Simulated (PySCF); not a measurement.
A calculated (PBE, PySCF 2.14, pcseg-2, no relativity, point nucleus) atom or ion has these occupied shells.

| shell | electrons | orbital energy (eV) | rms radius, mean of both spins (bohr) |
| --- | --- | --- | --- |
| 1s α | 1 | -51.707 | 0.683 |
| 1s β | 1 | -51.471 | 0.683 |
| 2s α | 1 | -3.213 | 4.14 |

Question: Name the element and its charge.

Answer: Li (lithium, neutral), in [He] 2s1, 2S determinant.
